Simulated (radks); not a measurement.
Species: Al3+. Configuration: [Ne].

All-electron calculation, scalar-relativistic Kohn-Sham, LDA (Slater exchange, VWN5 correlation), spin-polarised, spherical densities, finite nucleus; Fermi nuclear charge, rms radius 3.061 fm. Program: a radial shooting solver on a logarithmic mesh with Libxc functionals.

Energy parts (hartree):
total: -239.79904
kinetic: 240.03006
electron-nucleus: -561.65542
Hartree: 98.58731
exchange-correlation: -16.76099

Orbitals (lengths in bohr, moments of r in powers of bohr; r(90%) holds 90 % of the orbital's charge):
orbital  occ.  eigenvalue (hartree)  r(90%)     <r>  <1/r>
1s          2             -56.59021   0.216  0.1206  12.59
2s          2              -5.21915   0.989  0.6255  2.341
2p          6              -3.83048    1.01  0.5976  2.224

The highest occupied level is 2p at -104.23 eV. The density falls to 0.001 e/bohr^3 at r = 1.98 bohr. For comparison, the ionisation energy in NIST's Atomic Spectra Database is 119.99 eV (measured). In exact Kohn-Sham theory the highest level is minus the ionisation energy, but local and semilocal functionals leave it too shallow, through self-interaction and a potential that decays too fast; potentials with the right tail come closer. Summed over all electrons, <r^2> = 3.688 bohr^2, which gives a Langevin (diamagnetic) susceptibility term of -2.92 x 10^-6 cm^3/mol. The electron density at the nucleus is 1485 e/bohr^3 (large components only).
